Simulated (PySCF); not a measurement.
C5H4F3NS.
SMILES with atom numbers: `[CH3:1][c:2]1[cH:3][c:4]([C:5]([F:6])([F:7])[F:8])[s:9][n:10]1` (hydrogens: H11, H12, H13 on C1; H14 on C3)

The same species was optimised twice, with GFN2-xTB and with PBE0-D3(BJ)/def2-SVP (PySCF), and the same property calculations (PySCF, gas phase) were run on both structures.

```json
{"coordinate": "S9–N10 (Å)", "GFN2-xTB": "1.619", "PBE0-D3(BJ)/def2-SVP": "1.651", "change": "+0.032"}
{"coordinate": "C2–C3 (Å)", "GFN2-xTB": "1.416", "PBE0-D3(BJ)/def2-SVP": "1.431", "change": "+0.015"}
{"coordinate": "C5–F8 (Å)", "GFN2-xTB": "1.347", "PBE0-D3(BJ)/def2-SVP": "1.334", "change": "-0.013"}
{"coordinate": "C4–C5 (Å)", "GFN2-xTB": "1.485", "PBE0-D3(BJ)/def2-SVP": "1.497", "change": "+0.012"}
{"coordinate": "C5–F7 (Å)", "GFN2-xTB": "1.342", "PBE0-D3(BJ)/def2-SVP": "1.333", "change": "-0.009"}
{"coordinate": "C4–S9 (Å)", "GFN2-xTB": "1.725", "PBE0-D3(BJ)/def2-SVP": "1.717", "change": "-0.008"}
{"coordinate": "C5–F6 (Å)", "GFN2-xTB": "1.342", "PBE0-D3(BJ)/def2-SVP": "1.334", "change": "-0.008"}
{"coordinate": "C1–C2 (Å)", "GFN2-xTB": "1.487", "PBE0-D3(BJ)/def2-SVP": "1.493", "change": "+0.006"}
{"coordinate": "C2–N10 (Å)", "GFN2-xTB": "1.310", "PBE0-D3(BJ)/def2-SVP": "1.316", "change": "+0.006"}
{"coordinate": "C3–C4 (Å)", "GFN2-xTB": "1.369", "PBE0-D3(BJ)/def2-SVP": "1.368", "change": "-0.001"}
{"coordinate": "C2–N10–S9 (°)", "GFN2-xTB": "112.8", "PBE0-D3(BJ)/def2-SVP": "110.9", "change": "-1.9"}
{"coordinate": "F7–C5–F8 (°)", "GFN2-xTB": "106.2", "PBE0-D3(BJ)/def2-SVP": "107.7", "change": "+1.5"}
{"coordinate": "C4–C5–F6 (°)", "GFN2-xTB": "112.8", "PBE0-D3(BJ)/def2-SVP": "111.4", "change": "-1.4"}
{"coordinate": "C4–S9–N10 (°)", "GFN2-xTB": "93.1", "PBE0-D3(BJ)/def2-SVP": "94.3", "change": "+1.2"}
{"coordinate": "F6–C5–F7 (°)", "GFN2-xTB": "106.8", "PBE0-D3(BJ)/def2-SVP": "107.9", "change": "+1.1"}
{"coordinate": "F6–C5–F8 (°)", "GFN2-xTB": "106.1", "PBE0-D3(BJ)/def2-SVP": "107.1", "change": "+1.0"}
{"coordinate": "C4–C5–F8 (°)", "GFN2-xTB": "112.4", "PBE0-D3(BJ)/def2-SVP": "111.4", "change": "-1.0"}
{"coordinate": "C4–C5–F7 (°)", "GFN2-xTB": "112.0", "PBE0-D3(BJ)/def2-SVP": "111.0", "change": "-1.0"}
{"coordinate": "C3–C4–C5–F6 (°)", "GFN2-xTB": "-143", "PBE0-D3(BJ)/def2-SVP": "-127", "change": "+16"}
```

Rotational constants: A = 2295, B = 777.9, C = 648.7 MHz (GFN2-xTB) against A = 2289, B = 775.5, C = 646.5 MHz (PBE0-D3(BJ)/def2-SVP).

On the GFN2-xTB structure: lowest singlet, TDDFT (eV) 5.48 [wB97X-D/def2-SVPD]; lowest triplet, Tamm–Dancoff (eV) 3.99 [wB97X-D/def2-SVPD]; isotropic polarisability (au) 83.1 [wB97X-D/def2-SVPD]; HOMO (eV) -9.64 [wB97X-D/def2-SVPD]; LUMO (eV) 0.02 [wB97X-D/def2-SVPD]; dipole (D) 2.47 [wB97X-D/def2-SVPD]; HOMO (eV) -7.89 [PBE0/pcSseg-1]; LUMO (eV) -1.63 [PBE0/pcSseg-1]; dipole (D) 2.34 [PBE0/pcSseg-1]; GIAO shielding of C1 (ppm) 165.7 [PBE0/pcSseg-1]; GIAO shielding of C2 (ppm) 17.2 [PBE0/pcSseg-1]; GIAO shielding of C3 (ppm) 57.1 [PBE0/pcSseg-1]; GIAO shielding of C4 (ppm) 18.1 [PBE0/pcSseg-1]; GIAO shielding of C5 (ppm) 55.6 [PBE0/pcSseg-1]; GIAO shielding of F6/F7/F8 (mean) (ppm) 239.7 [PBE0/pcSseg-1]; GIAO shielding of S9 (ppm) 122.4 [PBE0/pcSseg-1]; GIAO shielding of N10 (ppm) -71.5 [PBE0/pcSseg-1].

Task: What do these properties become on the PBE0-D3(BJ)/def2-SVP structure?

Result: 
```tsv
property	level	on GFN2-xTB	on PBE0-D3(BJ)/def2-SVP	change
lowest singlet, TDDFT (eV)	wB97X-D/def2-SVPD	5.48	5.46	-0.02
lowest triplet, Tamm–Dancoff (eV)	wB97X-D/def2-SVPD	3.99	4.01	+0.02
isotropic polarisability (au)	wB97X-D/def2-SVPD	83.1	83.8	+0.7
HOMO (eV)	wB97X-D/def2-SVPD	-9.64	-9.58	+0.06
LUMO (eV)	wB97X-D/def2-SVPD	0.02	0.08	+0.06
dipole (D)	wB97X-D/def2-SVPD	2.47	2.37	-0.10
energy, GFN2-xTB geometry as zero (kcal/mol)	wB97X-D/def2-SVPD	0.0	-1.1	-1.1
HOMO (eV)	PBE0/pcSseg-1	-7.89	-7.82	+0.07
LUMO (eV)	PBE0/pcSseg-1	-1.63	-1.58	+0.05
dipole (D)	PBE0/pcSseg-1	2.34	2.25	-0.09
energy, GFN2-xTB geometry as zero (kcal/mol)	PBE0/pcSseg-1	0.0	-1.0	-1.0
GIAO shielding of C1 (ppm)	PBE0/pcSseg-1	165.7	163.7	-2.0
GIAO shielding of C2 (ppm)	PBE0/pcSseg-1	17.2	14.6	-2.6
GIAO shielding of C3 (ppm)	PBE0/pcSseg-1	57.1	55.4	-1.7
GIAO shielding of C4 (ppm)	PBE0/pcSseg-1	18.1	18.4	+0.3
GIAO shielding of C5 (ppm)	PBE0/pcSseg-1	55.6	58.0	+2.4
GIAO shielding of F6/F7/F8 (mean) (ppm)	PBE0/pcSseg-1	239.7	246.4	+6.7
GIAO shielding of S9 (ppm)	PBE0/pcSseg-1	122.4	106.7	-15.7
GIAO shielding of N10 (ppm)	PBE0/pcSseg-1	-71.5	-82.6	-11.1
```

The heavy atoms differ by 0.138 Å rms after alignment. Among bonds between heavy atoms S9–N10 changes most (+0.032 Å). Changes are differences of the printed values. Neither structure is proved a minimum here.

Shape of the structure used: `[CH3:1][c:2]1[cH:3][c:4]([C:5]([F:6])([F:7])[F:8])[s:9][n:10]1`: C3–C4–C5–F6 -127°.

wB97X-D is run here without its empirical dispersion term; that term would change no orbital, density or response property at a fixed geometry.
